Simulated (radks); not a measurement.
Initial-state core-level shifts of neutral ytterbium when its valence configuration changes from [Xe] 4f14 6s2. Calculated with a radial shooting solver on a logarithmic mesh with Libxc functionals: Dirac Kohn-Sham, PBE, spin-unpolarised, spherical densities, finite nucleus; open shells are shared between the two j in proportion to 2j + 1; Fermi nuclear charge, rms radius 5.3108 fm. Shifts are changes of the shell-averaged eigenvalues in eV (positive: less bound); the change of the density at the nucleus, which sets a Mossbauer isomer shift, is in e/bohr^3, on a base of 1.027e+06.

| valence | 2p | 3p | 4p | 5p | density at nucleus |
|---|---|---|---|---|---|
| 4f14 5d1 6s1 | +0.184 | +0.173 | +0.190 | +0.238 | -37.3 |
| 4f14 5d2 | +0.152 | +0.138 | +0.167 | +0.253 | -72.9 |
| 4f13 5d2 6s1 | -6.218 | -7.006 | -6.648 | -2.617 | +5.3 |
| 4f14 6s1.5 6p0.5 | -0.798 | -0.786 | -0.793 | -0.827 | -15.5 |
| 4f12 5d2 6s2 | -15.144 | -16.945 | -15.971 | -6.749 | +111.1 |
| 4f14 6s1 6p1 | -1.549 | -1.526 | -1.539 | -1.604 | -32.8 |
| 4f13.5 5d0.5 6s2 | -3.527 | -3.875 | -3.741 | -1.888 | +25.3 |
| 4f14 5d0.5 6s1.5 | +0.137 | +0.130 | +0.139 | +0.165 | -19.1 |
| 4f14 5d1.5 6s0.5 | +0.185 | +0.172 | +0.195 | +0.263 | -55.2 |
